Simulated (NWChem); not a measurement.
The numbers come from NWChem runs, not from measurements. System: C₃H₄N₂, charge 0, spin multiplicity 1, displaced from the optimised geometry. Level: LDA (SVWN5)/def2-SVP.

Part of the output:

```
             Northwest Computational Chemistry Package (NWChem) 7.3.0
             --------------------------------------------------------

                                NWChem Input Module
                                -------------------

 Scaling coordinates for geometry "geometry" by  1.889725989
 (inverse scale =  0.529177249)

 Turning off AUTOSYM since
 SYMMETRY directive was detected!

                             Geometry "geometry" -> ""
                             -------------------------

 Output coordinates in angstroms (scale by  1.889725989 to convert to a.u.)

  No.       Tag          Charge          X              Y              Z
 ---- ---------------- ---------- -------------- -------------- --------------
    1 C                    6.0000     0.90925400     0.77697800     0.00000000
    2 C                    6.0000     1.00358600    -0.62511000     0.00000000
    3 N                    7.0000    -0.32642300    -1.07952600     0.00000000
    4 C                    6.0000    -1.14743100     0.04752900     0.00000000
    5 N                    7.0000    -0.43213800     1.17965200     0.00000000
    6 H                    1.0000     1.74118100     1.51386300     0.00000000
    7 H                    1.0000     1.86879400    -1.31860300     0.00000000
    8 H                    1.0000    -0.63519800    -2.06548400     0.00000000
    9 H                    1.0000    -2.25731100    -0.02704200     0.00000000

 Effective nuclear repulsion energy (a.u.)     159.7798087229

            Nuclear Dipole moment (a.u.)
            ----------------------------
        X                 Y               Z
 ---------------- ---------------- ----------------
    -0.0000132281    -0.0000037795     0.0000000000

      Symmetry information
      --------------------

 Group name             Cs
 Group number              2
 Group order               2
 No. of unique centers     9

      Symmetry unique atoms

     1    2    3    4    5    6    7    8    9


 Summary of "ao basis" -> "" (spherical)
 ------------------------------------------------------------------------------
       Tag                 Description            Shells   Functions and Types
 ---------------- ------------------------------  ------  ---------------------
 *                          def2-svp                  on all atoms

                                 NWChem DFT Module
                                 -----------------

 Summary of "ao basis" -> "ao basis" (spherical)
 ------------------------------------------------------------------------------
       Tag                 Description            Shells   Functions and Types
 ---------------- ------------------------------  ------  ---------------------
 C                          def2-svp                 6       14   3s2p1d
 N                          def2-svp                 6       14   3s2p1d
 H                          def2-svp                 3        5   2s1p

 Summary of "ao basis" -> "ao basis" (spherical)
 ------------------------------------------------------------------------------
       Tag                 Description            Shells   Functions and Types
 ---------------- ------------------------------  ------  ---------------------
 C                          def2-svp                 6       14   3s2p1d
 N                          def2-svp                 6       14   3s2p1d
 H                          def2-svp                 3        5   2s1p

      Symmetry analysis of basis
      --------------------------

        a'         66
        a"         24

            General Information
            -------------------
          SCF calculation type: DFT
          Wavefunction type:  closed shell.
          No. of atoms     :     9
          No. of electrons :    36
           Alpha electrons :    18
            Beta electrons :    18
          Charge           :     0
          Spin multiplicity:     1
          Use of symmetry is: on ; symmetry adaption is: on
          Maximum number of iterations: 100
          AO basis - number of functions:    90
                     number of shells:    42
          Convergence on energy requested:  1.00D-06
          Convergence on density requested:  1.00D-05
[...]
  ----- ------------  ---------------      ----- ------------  ---------------
    20      0.383544  2 C  pz                48     -0.351818  4 C  pz
     6      0.331348  1 C  pz                23      0.285605  2 C  pz
    51     -0.264886  4 C  pz                 9      0.217890  1 C  pz
    62      0.110666  5 N  pz                34      0.107244  3 N  pz
    37     -0.089843  3 N  pz                65     -0.069624  5 N  pz

 Vector   19  Occ=0.000000D+00  E=-2.208009D-02  Symmetry=a"
              MO Center= -1.7D-01, -2.4D-01,  1.7D-15, r^2= 2.6D+00
   Bfn.  Coefficient  Atom+Function         Bfn.  Coefficient  Atom+Function
  ----- ------------  ---------------      ----- ------------  ---------------
    51      0.466996  4 C  pz                23      0.451114  2 C  pz
    37     -0.444797  3 N  pz                48      0.413539  4 C  pz
    34      0.372017  3 N  pz                20      0.362034  2 C  pz
     9     -0.242060  1 C  pz                65     -0.222997  5 N  pz
    62      0.206641  5 N  pz                 6     -0.172338  1 C  pz

 Vector   20  Occ=0.000000D+00  E= 1.493121D-02  Symmetry=a"
              MO Center=  2.7D-01,  5.5D-01,  2.8D-15, r^2= 2.4D+00
   Bfn.  Coefficient  Atom+Function         Bfn.  Coefficient  Atom+Function
  ----- ------------  ---------------      ----- ------------  ---------------
     9      0.575540  1 C  pz                65     -0.496943  5 N  pz
     6      0.438304  1 C  pz                62      0.422270  5 N  pz
    23     -0.410366  2 C  pz                51      0.309714  4 C  pz
    20     -0.277226  2 C  pz                48      0.241605  4 C  pz
    25      0.027245  2 C  d -1              53     -0.026362  4 C  d -1

 Vector   21  Occ=0.000000D+00  E= 1.612842D-02  Symmetry=a'
              MO Center= -5.2D-01, -2.0D+00, -1.7D-16, r^2= 3.6D+00
   Bfn.  Coefficient  Atom+Function         Bfn.  Coefficient  Atom+Function
  ----- ------------  ---------------      ----- ------------  ---------------
    82      1.338882  8 H  s                 31     -1.089322  3 N  s
    77      0.522386  7 H  s                 87      0.435373  9 H  s
    36      0.353397  3 N  py                21     -0.284757  2 C  px
    49      0.260538  4 C  px                33     -0.256753  3 N  py
    72      0.233036  6 H  s                 17     -0.219663  2 C  s

 center of mass
 --------------
 x =  -0.01983661 y =   0.05229225 z =   0.00000000

 moments of inertia (a.u.)
 ------------------
         200.251354214488           1.186886249780           0.000000000000
           1.186886249780         192.919449234677           0.000000000000
           0.000000000000           0.000000000000         393.170803449165

     Multipole analysis of the density
     ---------------------------------

     L   x y z        total         alpha         beta         nuclear
     -   - - -        -----         -----         ----         -------
     0   0 0 0     -0.000000    -18.000000    -18.000000     36.000000

     1   1 0 0      0.006233      0.003123      0.003123     -0.000013
     1   0 1 0     -1.477783     -0.738890     -0.738890     -0.000004
     1   0 0 1     -0.000000     -0.000000     -0.000000      0.000000

     2   2 0 0    -18.457172    -68.114101    -68.114101    117.771029
     2   1 1 0      2.224749      0.058004      0.058004      2.108742
     2   1 0 1     -0.000000     -0.000000     -0.000000      0.000000
     2   0 2 0    -20.161574    -67.532847    -67.532847    114.904119
     2   0 1 1     -0.000000     -0.000000     -0.000000      0.000000
     2   0 0 2    -23.636083    -11.818042    -11.818042      0.000000

            General Information
            -------------------
          SCF calculation type: DFT
          Wavefunction type:  closed shell.
          No. of atoms     :     9
          No. of electrons :    36
           Alpha electrons :    18
            Beta electrons :    18
          Charge           :     0
          Spin multiplicity:     1
          Use of symmetry is: on ; symmetry adaption is: on
          Maximum number of iterations: 100
          AO basis - number of functions:    90
                     number of shells:    42
          Convergence on energy requested:  1.00D-06
          Convergence on density requested:  1.00D-05
          Convergence on gradient requested:  5.00D-04

              XC Information
              --------------
                        Slater Exchange Functional  1.000 local
                      VWN V Correlation Functional  1.000 local

             Grid Information
             ----------------
          Grid used for XC integration:  coarse
          Radial quadrature: Mura-Knowles
          Angular quadrature: Lebedev.
          Tag              B.-S. Rad. Rad. Pts. Rad. Cut. Ang. Pts.
          ---              ---------- --------- --------- ---------
          C                   0.70       35           9.0       302
          N                   0.65       35           9.0       302
          H                   0.35       35          11.0       302
          Grid pruning is: on
          Number of quadrature shells:   315
          Spatial weights used:  Erf1

          Convergence Information
          -----------------------
          Convergence aids based upon iterative change in
          total energy or number of iterations.
          Levelshifting, if invoked, occurs when the
          HOMO/LUMO gap drops below (HL_TOL):  1.00D-02
          DIIS, if invoked, will attempt to extrapolate
          using up to (NFOCK): 10 stored Fock matrices.

                    Damping( 0%)  Levelshifting(0.5)       DIIS
                  --------------- ------------------- ---------------
          dE  on:    start            ASAP                start
          dE off:    2 iters        100 iters           100 iters

      Screening Tolerance Information
      -------------------------------
          Density screening/tol_rho:  1.00D-10
          AO Gaussian exp screening on grid/accAOfunc:  14
          CD Gaussian exp screening on grid/accCDfunc:  20
          XC Gaussian exp screening on grid/accXCfunc:  20
          Schwarz screening/accCoul:  1.00D-08

                            NWChem DFT Gradient Module
                            --------------------------

  charge          =   0.00
  wavefunction    = closed shell

  Using symmetry

                         DFT ENERGY GRADIENTS

    atom               coordinates                        gradient
                 x          y          z           x          y          z
   1 C       1.718241   1.468276   0.000000    0.024917   0.015968   0.000000
   2 C       1.896503  -1.181287   0.000000    0.025950  -0.012747   0.000000
   3 N      -0.616850  -2.040008   0.000000   -0.009903  -0.027954   0.000000
   4 C      -2.168330   0.089817   0.000000   -0.029905  -0.001885   0.000000
   5 N      -0.816622   2.229219   0.000000   -0.012597   0.034596   0.000000
   6 H       3.290355   2.860786   0.000000    0.005883   0.004752   0.000000
   7 H       3.531509  -2.491798   0.000000    0.006101  -0.004255   0.000000
   8 H      -1.200350  -3.903199   0.000000   -0.002892  -0.007937   0.000000
   9 H      -4.265699  -0.051102   0.000000   -0.007554  -0.000538   0.000000

                 ----------------------------------------
                 |  Time  |  1-e(secs)   |  2-e(secs)   |
                 ----------------------------------------
                 |  CPU   |       0.01   |       2.41   |
                 ----------------------------------------
                 |  WALL  |       0.01   |       2.41   |
                 ----------------------------------------

 Task  times  cpu:        5.3s     wall:        5.3s

 Total times  cpu:        5.4s     wall:        5.4s
```

Problem. Write an NWChem input that would produce this output.

Solution. This is not unique; one that fits is 
```
start mol
memory heap 200 mb stack 900 mb global 1100 mb
geometry units angstroms nocenter noautoz
  C      0.909254     0.776978     0.000000
  C      1.003586    -0.625110     0.000000
  N     -0.326423    -1.079526     0.000000
  C     -1.147431     0.047529     0.000000
  N     -0.432138     1.179652     0.000000
  H      1.741181     1.513863     0.000000
  H      1.868794    -1.318603     0.000000
  H     -0.635198    -2.065484     0.000000
  H     -2.257311    -0.027042     0.000000
  symmetry group Cs
end
basis spherical
  * library def2-svp
end
dft
  xc slater vwn_5
  semidirect memsize 60000000 filesize 0
  iterations 100
  grid coarse
end
task dft gradient
```
